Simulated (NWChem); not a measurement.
Program: NWChem. System: C₂HCl₃, charge 1, spin multiplicity 2, at the geometry of a parent with another charge or spin, in a state set for the comparison that need not be this species' ground state. Its SCF solution wasn't tested for a lower state. Level: UHF/def2-TZVP.

Output (cleaned and shortened):

```
             Northwest Computational Chemistry Package (NWChem) 7.3.0
             --------------------------------------------------------

                                NWChem Input Module
                                -------------------

 Scaling coordinates for geometry "geometry" by  1.889725989
 (inverse scale =  0.529177249)

 Turning off AUTOSYM since
 SYMMETRY directive was detected!

                             Geometry "geometry" -> ""
                             -------------------------

 Output coordinates in angstroms (scale by  1.889725989 to convert to a.u.)

  No.       Tag          Charge          X              Y              Z
 ---- ---------------- ---------- -------------- -------------- --------------
    1 Cl                  17.0000    -2.19173500    -0.61684600     0.00000000
    2 C                    6.0000    -0.96043800     0.56826200     0.00000000
    3 C                    6.0000     0.34765500     0.27884900     0.00000000
    4 Cl                  17.0000     0.96576800    -1.31696400     0.00000000
    5 Cl                  17.0000     1.51852400     1.54035800     0.00000000
    6 H                    1.0000    -1.29678100     1.60600900     0.00000000

 Effective nuclear repulsion energy (a.u.)     318.3106696934

            Nuclear Dipole moment (a.u.)
            ----------------------------
        X                 Y               Z
 ---------------- ---------------- ----------------
    -0.0000188973    -0.0000170075     0.0000000000

      Symmetry information
      --------------------

 Group name             Cs
 Group number              2
 Group order               2
 No. of unique centers     6

      Symmetry unique atoms

     1    2    3    4    5    6


 Summary of "ao basis" -> "" (spherical)
 ------------------------------------------------------------------------------
       Tag                 Description            Shells   Functions and Types
 ---------------- ------------------------------  ------  ---------------------
 *                         def2-tzvp                  on all atoms

 Summary of "ao basis" -> "ao basis" (spherical)
 ------------------------------------------------------------------------------
       Tag                 Description            Shells   Functions and Types
 ---------------- ------------------------------  ------  ---------------------
 Cl                        def2-tzvp                13       37   5s5p2d1f
 C                         def2-tzvp                11       31   5s3p2d1f
 H                         def2-tzvp                 4        6   3s1p

                                 NWChem SCF Module
                                 -----------------

  ao basis        = "ao basis"
  functions       =   179
  atoms           =     6
  alpha electrons =    32
  beta  electrons =    31
  charge          =   1.00
  wavefunction    = UHF
  use symmetry    = T
  symmetry adapt  = T

 Summary of "ao basis" -> "ao basis" (spherical)
 ------------------------------------------------------------------------------
       Tag                 Description            Shells   Functions and Types
 ---------------- ------------------------------  ------  ---------------------
 Cl                        def2-tzvp                13       37   5s5p2d1f
 C                         def2-tzvp                11       31   5s3p2d1f
 H                         def2-tzvp                 4        6   3s1p

      Symmetry analysis of basis
      --------------------------

        a'        122
        a"         57

 Forming initial guess at       0.1s

   Symmetry analysis of molecular orbitals - initial alpha
   -------------------------------------------------------

  Numbering of irreducible representations:

     1 a'          2 a"

  Orbital symmetries:

     1 a'          2 a'          3 a'          4 a'          5 a'
     6 a'          7 a'          8 a'          9 a'         10 a"
    11 a'         12 a'         13 a"         14 a'         15 a"
    16 a'         17 a'         18 a'         19 a'         20 a'
    21 a'         22 a'         23 a'         24 a'         25 a"
    26 a'         27 a"         28 a'         29 a"         30 a'
[...]
                     -----------------------------------------

 Vector   29  Occ=1.000000D+00  E=-6.935230D-01  Symmetry=a"
              MO Center= -1.5D+00, -2.4D-01,  5.8D-15, r^2= 3.2D+00
   Bfn.  Coefficient  Atom+Function         Bfn.  Coefficient  Atom+Function
  ----- ------------  ---------------      ----- ------------  ---------------
    17      0.480851  1 Cl pz                20      0.264375  1 Cl pz
    14      0.214381  1 Cl pz               153     -0.192471  5 Cl pz
     8     -0.172158  1 Cl pz

 Vector   30  Occ=1.000000D+00  E=-6.718553D-01  Symmetry=a'
              MO Center=  3.7D-01, -2.2D-01, -9.6D-16, r^2= 4.8D+00
   Bfn.  Coefficient  Atom+Function         Bfn.  Coefficient  Atom+Function
  ----- ------------  ---------------      ----- ------------  ---------------
   114      0.342666  4 Cl px               152      0.271586  5 Cl py
   115      0.217464  4 Cl py                15      0.203668  1 Cl px
    16     -0.201187  1 Cl py               117      0.193638  4 Cl px
   151     -0.193181  5 Cl px               111      0.154439  4 Cl px
   155      0.154904  5 Cl py

 Vector   31  Occ=1.000000D+00  E=-6.691491D-01  Symmetry=a"
              MO Center=  1.1D+00,  3.2D-02, -6.8D-15, r^2= 3.2D+00
   Bfn.  Coefficient  Atom+Function         Bfn.  Coefficient  Atom+Function
  ----- ------------  ---------------      ----- ------------  ---------------
   116      0.413637  4 Cl pz               153     -0.387274  5 Cl pz
   119      0.241337  4 Cl pz               156     -0.230345  5 Cl pz
   113      0.186805  4 Cl pz               150     -0.175187  5 Cl pz

 Vector   32  Occ=0.000000D+00  E=-2.777706D-01  Symmetry=a"
              MO Center= -2.2D-01,  2.5D-01, -8.6D-16, r^2= 3.2D+00
   Bfn.  Coefficient  Atom+Function         Bfn.  Coefficient  Atom+Function
  ----- ------------  ---------------      ----- ------------  ---------------
    79      0.256956  3 C  pz                76      0.240560  3 C  pz
    48      0.228009  2 C  pz                45      0.223147  2 C  pz
    20     -0.217622  1 Cl pz               156     -0.201402  5 Cl pz
    51      0.198401  2 C  pz               119     -0.197295  4 Cl pz
    17     -0.194600  1 Cl pz                82      0.194060  3 C  pz

 Vector   33  Occ=0.000000D+00  E=-6.808601D-02  Symmetry=a"
              MO Center= -3.8D-01,  3.4D-01,  2.1D-14, r^2= 3.6D+00
   Bfn.  Coefficient  Atom+Function         Bfn.  Coefficient  Atom+Function
  ----- ------------  ---------------      ----- ------------  ---------------
    51      0.835108  2 C  pz                82     -0.752838  3 C  pz
    20     -0.329088  1 Cl pz                79     -0.302854  3 C  pz
   119      0.286832  4 Cl pz               156      0.288247  5 Cl pz
    76     -0.262570  3 C  pz                45      0.245187  2 C  pz
    48      0.233127  2 C  pz

 Vector   34  Occ=0.000000D+00  E=-5.153945D-02  Symmetry=a'
              MO Center= -1.5D-01,  5.8D-01, -1.1D-14, r^2= 5.6D+00
   Bfn.  Coefficient  Atom+Function         Bfn.  Coefficient  Atom+Function
  ----- ------------  ---------------      ----- ------------  ---------------
   176      0.879166  6 H  s                 50     -0.674456  2 C  py
     5     -0.587595  1 Cl s                 18     -0.464619  1 Cl px
   141      0.451558  5 Cl s                154     -0.442882  5 Cl px
    73     -0.417473  3 C  s                 72     -0.396534  3 C  s
   155     -0.354896  5 Cl py                41      0.348624  2 C  s

 center of mass
 --------------
 x =   0.02283795 y =  -0.02872322 z =   0.00000000

 moments of inertia (a.u.)
 ------------------
         586.738879996876        -275.449898265582           0.000000000000
        -275.449898265582        1054.986506981618           0.000000000000
           0.000000000000           0.000000000000        1641.725386978494

  Mulliken analysis of the total density
  --------------------------------------

    Atom       Charge   Shell Charges
 -----------   ------   -------------------------------------------------------
    1 Cl  17    16.82   2.01  0.45  1.51  1.12  0.82  4.18  1.69  1.05  2.76  1.13  0.02  0.05  0.01
    2 C    6     5.94   0.86  1.12  0.52  0.60  0.05  1.16  1.30  0.15  0.02  0.13  0.01
    3 C    6     5.87   0.86  1.12  0.52  0.61  0.03  1.10  1.31  0.04  0.03  0.23  0.01
    4 Cl  17    16.81   2.01  0.45  1.51  1.12  0.82  4.18  1.69  1.05  2.76  1.12  0.02  0.05  0.01
    5 Cl  17    16.82   2.01  0.45  1.51  1.12  0.83  4.18  1.69  1.05  2.76  1.14  0.02  0.05  0.01
    6 H    1     0.74   0.25  0.44  0.03  0.03

  Mulliken analysis of the alpha density
  --------------------------------------

    Atom       Charge   Shell Charges
 -----------   ------   -------------------------------------------------------
    1 Cl  17     8.46   1.01  0.22  0.76  0.56  0.41  2.09  0.84  0.54  1.42  0.57  0.01  0.02  0.00
    2 C    6     3.20   0.43  0.56  0.27  0.31  0.02  0.67  0.76  0.09  0.01  0.07  0.00
    3 C    6     3.09   0.43  0.56  0.26  0.32  0.02  0.62  0.73  0.02  0.02  0.12  0.01
    4 Cl  17     8.44   1.01  0.22  0.76  0.56  0.41  2.09  0.84  0.54  1.40  0.56  0.01  0.02  0.00
    5 Cl  17     8.45   1.01  0.22  0.76  0.56  0.41  2.09  0.84  0.54  1.41  0.57  0.01  0.02  0.00
    6 H    1     0.36   0.12  0.21  0.01  0.01

   Mulliken analysis of the beta density
   -------------------------------------

    Atom       Charge   Shell Charges
 -----------   ------   -------------------------------------------------------
    1 Cl  17     8.35   1.01  0.22  0.76  0.56  0.41  2.09  0.85  0.51  1.35  0.57  0.01  0.02  0.00
    2 C    6     2.74   0.43  0.56  0.26  0.29  0.03  0.49  0.54  0.06  0.01  0.06  0.00
    3 C    6     2.78   0.43  0.56  0.25  0.30  0.02  0.49  0.59  0.02  0.01  0.11  0.01
    4 Cl  17     8.37   1.01  0.22  0.76  0.56  0.41  2.09  0.85  0.52  1.36  0.56  0.01  0.02  0.00
    5 Cl  17     8.37   1.01  0.22  0.76  0.56  0.41  2.09  0.85  0.51  1.36  0.57  0.01  0.02  0.00
    6 H    1     0.39   0.13  0.23  0.02  0.01

   Mulliken analysis of the spin density
   -------------------------------------

    Atom       Charge   Shell Charges
 -----------   ------   -------------------------------------------------------
    1 Cl  17     0.11   0.00  0.00 -0.00  0.00 -0.00  0.01 -0.00  0.03  0.07  0.00  0.00 -0.00 -0.00
    2 C    6     0.46   0.00 -0.00  0.01  0.03 -0.01  0.18  0.22  0.03  0.00  0.01 -0.00
    3 C    6     0.31   0.00 -0.00  0.01  0.02 -0.00  0.13  0.14  0.00  0.00  0.01  0.00
    4 Cl  17     0.07   0.00  0.00 -0.00  0.00 -0.00  0.00 -0.00  0.02  0.04  0.00  0.00 -0.00 -0.00
    5 Cl  17     0.08   0.00  0.00 -0.00  0.00 -0.00  0.00 -0.00  0.02  0.05  0.00  0.00 -0.00 -0.00
    6 H    1    -0.03  -0.01 -0.02 -0.01  0.00

       Multipole analysis of the density wrt the origin
       ------------------------------------------------

     L   x y z        total         alpha         beta         nuclear
     -   - - -        -----         -----         ----         -------
     0   0 0 0      1.000000    -32.000000    -31.000000     64.000000

     1   1 0 0     -0.429878      0.104813     -0.534672     -0.000019
     1   0 1 0      0.619567      0.066694      0.552890     -0.000017
     1   0 0 1     -0.000000     -0.000000      0.000000      0.000000

     2   2 0 0    -25.682464   -273.738577   -268.537627    516.593740
     2   1 1 0      0.801583    -64.898178    -64.108130    129.807891
     2   1 0 1     -0.000000     -0.000000      0.000000      0.000000
     2   0 2 0    -27.022393   -160.062589   -157.189009    290.229205
     2   0 1 1     -0.000000     -0.000000      0.000000      0.000000
     2   0 0 2    -34.090307    -17.963442    -16.126866      0.000000

 Task  times  cpu:       32.5s     wall:       32.5s

 Total times  cpu:       32.5s     wall:       32.5s
```

Problem. Write an NWChem input that would produce this output.

Solution. This is not unique; one that fits is 
```
start mol
memory heap 200 mb stack 900 mb global 1100 mb
charge 1
geometry units angstroms nocenter noautoz
  Cl    -2.191735    -0.616846     0.000000
  C     -0.960438     0.568262     0.000000
  C      0.347655     0.278849     0.000000
  Cl     0.965768    -1.316964     0.000000
  Cl     1.518524     1.540358     0.000000
  H     -1.296781     1.606009     0.000000
  symmetry group Cs
end
basis spherical
  * library def2-tzvp
end
scf
  uhf
  nopen 1
  maxiter 100
  thresh 1e-7
  semidirect memsize 60000000 filesize 0
  # guess.movecs holds the orbitals of an unrestricted PBE0 run
  vectors input guess.movecs output mol.movecs
end
task scf energy
```
